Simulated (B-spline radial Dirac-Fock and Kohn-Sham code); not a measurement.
## K⁺ 3p3/2: cross section and angular parameters

System: the K⁺ ion, configuration 1s2 2s2 2p6 3s2 3p6; threshold 29.74 eV (orbital energy of the model). Level of theory: Dirac-Hartree-Slater photoionisation with a Latter tail; cross sections with all multipoles, angular parameters from the dipole term and its interference with E2; a radial B-spline solver.

Input file task.json (cfg lists n, l and occupation; rrms is the nuclear radius in fm):

```json
{"items": [{
  "Z": 19,
  "q": 1,
  "cfg": [[1, 0, 2], [2, 0, 2], [2, 1, 6], [3, 0, 2], [3, 1, 6]],
  "A": 39,
  "rrms": 3.4349,
  "do": "xps",
  "hv": [60, 70.5, 77.3, 84.3, 99.7, 114.0, 116.0, 119.0, 150, 200, 214.0, 221.0, 291.0, 366.0, 854.0, 945.0, 1253.6, 1270.0, 2000.0, 2050.0, 2730.0, 2984.4, 4900.0, 4980.0, 5710.0, 9251.7, 11200.0, 12000, 13700.0, 15000]
}]}
```

Run with: `python xray2_run.py task.json out`

For linearly polarised light dσ/dΩ = σ/(4π) [1 + β P₂(cos θ) + (δ + γ cos²θ) sin θ cos φ], with θ from the polarisation vector and φ the angle between the beam and the projection of the electron momentum on the plane normal to the polarisation.

| hν (eV) | σ (kb) | β | γ | δ |
| --- | --- | --- | --- | --- |
| 60 | 678 | 0.243 | 0.148 | -0.008 |
| 70.5 | 776 | 0.685 | 0.103 | -0.009 |
| 77.3 | 810 | 0.876 | 0.075 | -0.008 |
| 84.3 | 823 | 1.022 | 0.051 | -0.007 |
| 99.7 | 792 | 1.235 | 0.015 | -0.005 |
| 114 | 726 | 1.355 | -0.005 | -0.003 |
| 116 | 715 | 1.368 | -0.007 | -0.003 |
| 119 | 699 | 1.386 | -0.009 | -0.003 |
| 150 | 536 | 1.512 | -0.021 | 0.000 |
| 200 | 350 | 1.595 | -0.011 | 0.003 |
| 214 | 313 | 1.607 | -0.004 | 0.003 |
| 221 | 296 | 1.611 | -0.001 | 0.003 |
| 291 | 178 | 1.630 | 0.038 | 0.005 |
| 366 | 111 | 1.621 | 0.085 | 0.007 |
| 854 | 14.7 | 1.456 | 0.342 | 0.020 |
| 945 | 11.3 | 1.425 | 0.379 | 0.022 |
| 1253.6 | 5.21 | 1.328 | 0.485 | 0.032 |
| 1270 | ? | ? | ? | ? |
| 2000 | 1.33 | 1.137 | 0.665 | 0.056 |
| 2050 | 1.24 | 1.127 | 0.675 | 0.058 |
| 2730 | 0.509 | 0.997 | 0.782 | 0.081 |
| 2984.4 | 0.383 | 0.955 | 0.814 | 0.089 |
| 4900 | 0.0745 | 0.725 | 0.973 | 0.150 |
| 4980 | 0.0705 | 0.718 | 0.978 | 0.152 |
| 5710 | 0.0442 | 0.658 | 1.017 | 0.173 |
| 9251.7 | 0.00808 | 0.460 | 1.154 | 0.262 |
| 11200 | 0.00404 | 0.387 | 1.208 | 0.306 |
| 12000 | 0.00314 | 0.362 | 1.226 | 0.323 |
| 13700 | 0.00192 | 0.316 | 1.259 | 0.357 |
| 15000 | 0.00137 | 0.285 | 1.279 | 0.382 |

Problem. Give the values at 1270 eV.

Solution. σ = 5.03 kb, β = 1.323, γ = 0.490, δ = 0.032.

Values without a named source are computed, but for edge energies of neutral atoms, which are taken from tables.
